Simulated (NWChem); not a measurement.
System meant: GeO cation, doublet; SMILES of the neutral closed-shell parent [O]=[Ge]

The following NWChem deck was run.

```
start job
memory heap 200 mb stack 900 mb global 1100 mb
charge 1
geometry units angstroms noautoz
  Ge     0.000000     0.000000     0.347806
  O      0.000000     0.000000    -1.314341
end
basis spherical
  * library def2-svp
end
dft
  odft
  mult 2
  xc pbe0
  iterations 4
  mulliken
end
task dft energy
```

End of the output:

```
     --------------------------
     Expectation value of S2:
     --------------------------
      <S2> =      0.7571 (Exact =     0.7500)

 center of mass
 --------------
 x =   0.00000000 y =   0.00000000 z =   0.06946123

 moments of inertia (a.u.)
 ------------------
         129.733030303948           0.000000000000           0.000000000000
           0.000000000000         129.733030303948           0.000000000000
           0.000000000000           0.000000000000           0.000000000000

     Multipole analysis of the density
     ---------------------------------

     L   x y z        total         alpha         beta         nuclear
     -   - - -        -----         -----         ----         -------
     0   0 0 0      1.000000    -20.000000    -19.000000     40.000000

     1   1 0 0      0.000000     -0.000000      0.000000      0.000000
     1   0 1 0     -0.000000      0.000000     -0.000000      0.000000
     1   0 0 1      1.207135      0.968921      0.238213      0.000000

     2   2 0 0    -12.619596     -6.685300     -5.934296      0.000000
     2   1 1 0     -0.000000     -0.000000     -0.000000      0.000000
     2   1 0 1      0.000000     -0.000000      0.000000      0.000000
     2   0 2 0    -12.619596     -6.685300     -5.934296      0.000000
     2   0 1 1      0.000000     -0.000000      0.000000      0.000000
     2   0 0 2    -12.583998    -41.459290    -34.266442     63.141734

 ------------------------------------------------------------------------
 dft energy failed                                                                                  0
 ------------------------------------------------------------------------
 ------------------------------------------------------------------------
  current input line :
    18: task dft energy
 ------------------------------------------------------------------------
 ------------------------------------------------------------------------
 This type of error is most commonly associated with calculations not reaching convergence criteria
 ------------------------------------------------------------------------
 For more information see the NWChem manual at https://nwchemgit.github.io

0:dft energy failed:Received an Error in Communication
```

Q: Can this run be used? If not, why, and what is the fix?

A: Convergence was not reached. Cause: the SCF was allowed too few iterations. This input runs:
```
start job
memory heap 200 mb stack 900 mb global 1100 mb
charge 1
geometry units angstroms noautoz
  Ge     0.000000     0.000000     0.347806
  O      0.000000     0.000000    -1.314341
end
basis spherical
  * library def2-svp
end
dft
  odft
  mult 2
  xc pbe0
  iterations 150
  mulliken
end
task dft energy
```
It converges to -2151.15516 Ha (PBE0/def2-SVP, spin-unrestricted).
